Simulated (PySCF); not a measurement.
Numbering as in the mapped SMILES `[SiH3:1][NH:2][c:3]1[cH:4][cH:5][cH:6][cH:7][cH:8]1`. Hydrogens are named by the atom that carries them.

Isolated molecule, non-relativistic Hamiltonian, one conformer, averaged over atoms made equivalent by symmetry, fast rotation or ring inversion. Geometry from GFN2-xTB; shieldings: GIAO PBE0/pcSseg-1; PySCF 2.14.0 with density-fitted response routines.

δ = σ(ref) − σ, references computed at the same level: 13C (186.93 ppm) and 1H (31.72 ppm) and 29Si (349.16 ppm) vs TMS; 15N (267.73 ppm) vs NH3.

```json
{"atoms": "H(C5)/H(C7)", "nucleus": "1H", "count": "2", "Hirshfeld charge": "0.05", "δ (ppm)": "7.49"}
{"atoms": "N2", "nucleus": "15N", "count": "1", "Hirshfeld charge": "-0.21", "δ (ppm)": "64.3"}
{"atoms": "C3", "nucleus": "13C", "count": "1", "Hirshfeld charge": "0.05", "δ (ppm)": "152.1"}
{"atoms": "H(C4)/H(C8)", "nucleus": "1H", "count": "2", "Hirshfeld charge": "0.04", "δ (ppm)": "6.77"}
{"atoms": "H(N2)", "nucleus": "1H", "count": "1", "Hirshfeld charge": "0.13", "δ (ppm)": "3.12"}
{"atoms": "H(Si1)", "nucleus": "1H", "count": "3", "Hirshfeld charge": "-0.08", "δ (ppm)": "4.81"}
{"atoms": "H(C6)", "nucleus": "1H", "count": "1", "Hirshfeld charge": "0.04", "δ (ppm)": "?"}
{"atoms": "Si1", "nucleus": "29Si", "count": "1", "Hirshfeld charge": "0.36", "δ (ppm)": "?"}
{"atoms": "C6", "nucleus": "13C", "count": "1", "Hirshfeld charge": "-0.07", "δ (ppm)": "?"}
{"atoms": "C5/C7", "nucleus": "13C", "count": "2", "Hirshfeld charge": "-0.05", "δ (ppm)": "135.1"}
{"atoms": "C4/C8", "nucleus": "13C", "count": "2", "Hirshfeld charge": "-0.08", "δ (ppm)": "118.1"}
```

Task: Complete the table.

Result: 
- C6: 122.6 ppm, aromatic CH
- H(C6): 6.99 ppm, hydrogen on an aromatic CH; π donation from the O or N substituent shields it against benzene
- Si1: -66.0 ppm, silicon bonded to N, 3 H

Exchangeable OH/NH protons stand at their gas-phase positions; hydrogen bonding in a real sample shifts them, mostly to higher δ. Shifts are as computed. Against solution values, carbons near 30 ppm lie about +3 ppm off and those near 130 ppm about +5 ppm. Of 1211 compounds with measured shifts, 218 miss one by over three times the rms of a fit or turn the order of signals round; such compounds aren't used in these exercises. Experimental scales use liquid or dissolved standards, which lie at an offset from isolated NH3 (liquid NH3: subtract about 20 ppm).
